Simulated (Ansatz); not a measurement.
Species: CH$_{7}$Si$_{2}$, charge 0, multiplicity 2. It need not be the lowest isomer of its formula. 
Geometry from a B3LYP-D3(BJ)/def2-TZVP (Ansatz, a first-principles code) optimisation:
```
C
H 1 1.0934
H 1 1.0934 2 107.13
Si 1 1.8799 2 109.27 3 118.26
H 4 1.4876 1 110.88 2 -177.68
H 4 1.4876 5 109.26 1 122.51
Si 1 1.8837 2 108.71 3 -117.31
H 7 1.4815 1 109.96 2 178.28
H 7 1.4815 8 108.77 1 -120.47
H 7 1.4849 8 108.59 9 -118.01
```
Charge 0, spin multiplicity 2.

Quantity: vertical electron affinity (to the singlet state of charge -1; a negative value means that the extra electron is unbound and the number depends on the basis; each state is the SCF solution reached for its spin), in eV. Cores are frozen in the correlated levels unless marked. Open shells are spin-unrestricted. No spin-orbit coupling. Non-relativistic. Anions need diffuse functions: aug- sets have them; def2-D sets add few. CBS(X,Y): correlation extrapolated as X^-3; Hartree-Fock from the larger set. The bracket is a focal-point correction in the basis named.

RI-MP2/CBS(aug-cc-pV(T+d)Z,aug-cc-pV(Q+d)Z)+[CCSD(T)-MP2]/aug-cc-pV(T+d)Z (Ansatz) gives 0.91 eV.

**Question.** Another calculation gave 0.83 eV. Which level was it?
A) BHLYP/def2-TZVPD (Ansatz)
B) B2PLYP/def2-TZVPD (Ansatz)
C) B3LYP/def2-TZVPD (Ansatz)
D) SVWN5/def2-TZVPD (Ansatz)

**Answer.** C, B3LYP/def2-TZVPD (Ansatz). The others give 1.07 (SVWN5), 0.72 (B2PLYP), 0.59 (BHLYP) eV.
